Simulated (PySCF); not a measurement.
Atomic charges by several schemes

C6H12P2.
Geometry (PBE0-D3(BJ)/def2-SVP, Å), atoms numbered from 1 in this order:
```
atom  x, y, z in Å
C1     2.4237    1.9760    1.7305
C2     1.8963    1.6602    0.6796
P3     1.1449    1.3449   -0.8907
P4     2.3741   -0.4635   -1.4026
C5    -0.4822    0.5251   -0.3523
C6    -0.3107   -0.5381    0.7249
C7    -1.3695    1.6621    0.1573
C8    -1.0791   -0.0837   -1.6218
H9     2.8905    2.2493    2.6594
H10    2.1947   -0.3127   -2.8144
H11    3.5841    0.2941   -1.4098
H12   -1.2926   -0.9714    0.9802
H13    0.1231   -0.1114    1.6413
H14    0.3429   -1.3571    0.3881
H15   -1.5158    2.4393   -0.6090
H16   -2.3609    1.2660    0.4343
H17   -0.9358    2.1376    1.0505
H18   -0.4733   -0.9258   -1.9945
H19   -1.1702    0.6608   -2.4289
H20   -2.0874   -0.4754   -1.4096
```

Density: PBE0/pcSseg-1 (PySCF); schemes: Mulliken, IAO, Hirshfeld and ESP-fitted. One conformer (not necessarily the lowest) at the PBE0-D3(BJ)/def2-SVP geometry, without solvent, vibrations or thermal averaging.

**Question.** Atoms with like bonding are taken together and averaged. Do the Mulliken, IAO, Hirshfeld and ESP-fitted schemes agree on where the charge is highest?

**Answer.** The schemes don't all agree: Mulliken P3 (+0.302); IAO P3 (+0.366); Hirshfeld P3 (+0.136); ESP-fitted C5 (+0.692).

**Question.** Which atoms carry the lowest charge in the Mulliken, IAO, Hirshfeld and ESP-fitted schemes?

**Answer.** The schemes don't all agree: Mulliken C5 (-0.736); IAO C6/C7/C8 (-0.410); Hirshfeld C6/C7/C8 (-0.122); ESP-fitted C1 (-0.549).

**Question.** Give the atomic charges in each scheme.

**Answer.** In e; atoms taken as equivalent share a row and are averaged (×n: the atom named and its like, n in all):

| atom | environment | Mulliken | IAO | Hirshfeld | ESP-fitted |
| --- | --- | --- | --- | --- | --- |
| C1 | terminal alkyne carbon | -0.344 | -0.215 | -0.094 | -0.549 |
| C2 | alkyne carbon | -0.031 | -0.276 | -0.113 | +0.294 |
| P3 | three-coordinate phosphorus | +0.302 | +0.366 | +0.136 | -0.370 |
| P4 | three-coordinate phosphorus | -0.050 | +0.001 | +0.047 | -0.288 |
| C5 | sp3 carbon bound to phosphorus | -0.736 | -0.092 | -0.010 | +0.692 |
| C6/C7/C8 | methyl carbon | -0.164 | -0.410 | -0.122 | -0.515 |
| H9 | alkyne hydrogen | +0.075 | +0.203 | +0.099 | +0.336 |
| H10/H11 | P–H hydrogen | +0.069 | 0.000 | -0.011 | +0.144 |
| H12 (×9) | methyl hydrogen | +0.126 | +0.138 | +0.036 | +0.127 |

Mean size of the charges over all atoms: ESP-fitted 0.275 e, IAO 0.182 e, Mulliken 0.165 e, Hirshfeld 0.061 e. Each set sums to the total charge, 0, to within 0.001 e. The ESP scheme fits charges at the nuclei, held to the total charge, to the electrostatic potential on points at 1.4 to 2.0 times the van der Waals radii. The Mulliken scheme counts on each atom the diagonal of the density matrix times the overlap matrix over that atom's basis functions.

Some averages cover members that differ in this geometry: C6/C7/C8, ESP-fitted -0.614 to -0.365; H12 (×9), ESP-fitted +0.072 to +0.187; C6/C7/C8, Mulliken -0.177 to -0.148 e.

**Question.** How many electrons does the Mulliken scheme count on P3?

**Answer.** Z − q = 15 − (+0.302) = 14.698.

**Question.** Sum the charges by element.

**Answer.** 
| element | atoms | Mulliken | IAO | Hirshfeld | ESP-fitted |
| --- | --- | --- | --- | --- | --- |
| C | 6 | -1.602 | -1.813 | -0.583 | -1.108 |
| P | 2 | +0.252 | +0.367 | +0.183 | -0.658 |
| H | 12 | +1.350 | +1.447 | +0.400 | +1.766 |
